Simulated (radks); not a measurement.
Results of a calculation; reference values are marked as such.
The barium ion Ba2+ inside a hard spherical wall (all orbitals vanish at R), configuration held at [Xe] and not refilled when levels cross. Code: a radial shooting solver on a logarithmic mesh with Libxc functionals. Model: scalar-relativistic Kohn-Sham, PBEsol, spin-polarised, spherical densities, point nucleus. Eigenvalues in eV for spin up, with the zero of energy where the potential of the charges vanishes at infinity; a dash marks a level that is unbound or too diffuse for the functional's potential to be trusted. A positive occupied level is held by the wall or, in an anion where self-interaction has pushed it up, behind a barrier. The pressure on the wall is -dE/dV.

R (bohr) = free: E (hartree) -8131.8006; kinetic (hartree) 8584.194; e(4p) -193.28; e(4d) -102.09; e(5s) -46.029; e(5p) -30.926; e(5d, empty) -12.853; e(6s, empty) -12.203; pressure (GPa) 0
R (bohr) = 20: E (hartree) -8131.8006; kinetic (hartree) 8584.194; e(4p) -193.28; e(4d) -102.09; e(5s) -46.029; e(5p) -30.926; e(5d, empty) -12.853; e(6s, empty) -12.203; pressure (GPa) < 0.0001
R (bohr) = 12: E (hartree) -8131.8006; kinetic (hartree) 8584.194; e(4p) -193.28; e(4d) -102.09; e(5s) -46.029; e(5p) -30.926; e(5d, empty) -12.853; e(6s, empty) -12.203; pressure (GPa) < 0.0001
R (bohr) = 10: E (hartree) -8131.8006; kinetic (hartree) 8584.194; e(4p) -193.28; e(4d) -102.09; e(5s) -46.029; e(5p) -30.926; e(5d, empty) -12.852; e(6s, empty) -12.196; pressure (GPa) < 0.0001
R (bohr) = 8: E (hartree) -8131.8005; kinetic (hartree) 8584.195; e(4p) -193.28; e(4d) -102.09; e(5s) -46.029; e(5p) -30.926; e(5d, empty) -12.838; e(6s, empty) -12.090; pressure (GPa) 0.000438
R (bohr) = 6: E (hartree) -8131.7997; kinetic (hartree) 8584.207; e(4p) -193.24; e(4d) -102.06; e(5s) -46.002; e(5p) -30.898; e(5d, empty) -12.587; e(6s, empty) -10.907; pressure (GPa) 0.141
R (bohr) = 4: E (hartree) -8131.6860; kinetic (hartree) 8585.158; e(4p) -191.32; e(4d) -100.18; e(5s) -44.560; e(5p) -29.256; e(5d, empty) -8.599; e(6s, empty) 1.552; pressure (GPa) 39.3
R (bohr) = 3.5: E (hartree) -8131.4326; kinetic (hartree) 8586.828; e(4p) -188.65; e(4d) -97.581; e(5s) -42.474; e(5p) -26.738; e(5d, empty) -4.105; e(6s, empty) 13.694; pressure (GPa) 163
R (bohr) = 3: E (hartree) -8130.6290; kinetic (hartree) 8591.222; e(4p) -182.99; e(4d) -92.106; e(5s) -37.533; e(5p) -20.620; e(5d, empty) 5.599; e(6s, empty) 38.314; pressure (GPa) 705
R (bohr) = 1.5: E (hartree) -8079.3978; kinetic (hartree) 8773.962; e(4p) -88.768; e(4d) 3.506; e(5s) 146.56; e(5p) 189.20; e(5d, empty) 253.42; e(6s, empty) 570.40; pressure (GPa) 166000
